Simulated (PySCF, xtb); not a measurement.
Ga(H)(Cl)(OMe) (CH₄ClGaO), SMILES C[O][GaH][Cl]. One conformer was computed; it need not be the lowest.

Harmonic wavenumbers (cm⁻¹) from GFN2-xTB (xtb) at its own minimum, in rising order: 79, 80, 142, 153, 354, 388, 443, 524, 1077, 1128, 1128, 1406, 1473, 1473, 1698, 2949, 2956, 2962.

### Question
What does PBE0-D3(BJ)/def2-SVP (PySCF) give at its own minimum? (Estimate from the structure and the level; the computed values follow.)

### Answer
95, 99, 108, 239, 436, 456, 591, 648, 1157, 1179, 1213, 1466, 1475, 1482, 2042, 2996, 3081, 3103. Paired by order, the mean absolute difference is 84 cm⁻¹ and the zero-point energies are 29.2 and 31.3 kcal/mol.
